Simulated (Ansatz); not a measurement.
Sn3H4. Total charge 0; singlet. Geometry PBE-D4/def2-SVP.

Cartesian coordinates in Å:
```
Sn 1.7630 -0.6585 -0.6310
Sn -0.2046 1.7726 -0.8697
Sn -0.8558 -0.6117 0.8236
H -0.6204 1.5811 0.9748
H 0.2707 -1.8345 -0.6361
H -1.6655 0.5578 -0.8707
H 1.3125 -0.8069 1.2090
```

In the def2 sets Sn takes a core potential; there is no spin–orbit coupling. The structure comes from a short search, and lower isomers may exist.

Task: Estimate the orbital energies around the gap (eV) in Ansatz with LDA (SPW92)/def2-TZVP, PBE-D4/def2-TZVPD, r2SCAN-D4/def2-TZVP, B97M-V/def2-TZVP, r2SCAN0-D4/def2-TZVP.

Result: 
| orbital | LDA (SPW92)/def2-TZVP | PBE-D4/def2-TZVPD | r2SCAN-D4/def2-TZVP | B97M-V/def2-TZVP | r2SCAN0-D4/def2-TZVP |
| --- | --- | --- | --- | --- | --- |
| HOMO−9 | -24.86 | -24.85 | -25.59 | -25.97 | -28.19 |
| HOMO−8 | -24.85 | -24.84 | -25.58 | -25.95 | -28.18 |
| HOMO−7 | -13.93 | -13.68 | -14.22 | -13.91 | -15.79 |
| HOMO−6 | -11.68 | -11.45 | -11.88 | -11.62 | -13.24 |
| HOMO−5 | -10.13 | -9.81 | -10.10 | -9.65 | -11.18 |
| HOMO−4 | -8.19 | -8.07 | -8.43 | -8.40 | -9.50 |
| HOMO−3 | -6.88 | -6.82 | -7.13 | -7.17 | -8.10 |
| HOMO−2 | -6.79 | -6.59 | -6.82 | -6.57 | -7.62 |
| HOMO−1 | -6.23 | -6.08 | -6.32 | -6.16 | -7.13 |
| HOMO | -5.25 | -5.06 | -5.25 | -5.08 | -5.95 |
| LUMO | -3.35 | -3.09 | -3.01 | -2.88 | -2.42 |
| LUMO+1 | -1.89 | -1.66 | -1.52 | -1.39 | -0.95 |
| LUMO+2 | -1.61 | -1.53 | -1.20 | -1.29 | -0.65 |
| LUMO+3 | -1.51 | -1.33 | -1.02 | -1.12 | -0.53 |
| LUMO+4 | -0.87 | -0.94 | -0.48 | -0.59 | 0.17 |
| LUMO+5 | -0.84 | -0.77 | -0.36 | -0.57 | 0.20 |
